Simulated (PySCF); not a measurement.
Computed IR spectrum (relative IR intensity) of a molecule CH5BFNO. Geometry: PBE-D3(BJ)/def2-SVP. One conformer was computed; it need not be the lowest. These are PBE-D3(BJ)/def2-SVP run with PySCF values and carry that method's errors. Harmonic, unscaled wavenumbers; measured fundamentals usually lie a few per cent lower.

Lines under 2 % of the strongest are left out, and lines within 2 cm⁻¹ are merged.

```tsv
ν (cm⁻¹)	relative intensity
411	35
501	2.6
534	9.0
631	16
946	32
1063	10
1144	6.4
1281	31
1393	27
1433	19
1447	44
1535	100
2929	18
2988	9.5
3033	9.4
3542	6.4
3772	8.7
```

**Question.** Identify the compound among the candidates.
(A) CNB(O)F
(B) COB(N)F
(C) NB(O)CF

**Answer.** A, CNB(O)F
